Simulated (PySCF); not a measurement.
These are B3LYP-D3(BJ)/def2-TZVP (PySCF 2.14.0) values and carry that method's errors. All species are isolated molecules in the gas phase. B3LYP has the VWN-RPA correlation part, as in Gaussian. 

Reference species (SMILES): `N(/[H])=C\C` (neutral, multiplicity 1).

```yaml
HOMO–LUMO gap: 7.06 eV
```

Changed species: `C=NC`.

Predict the effect on the HOMO–LUMO gap.

the HOMO–LUMO gap falls by 0.49 eV, to 6.57 eV.
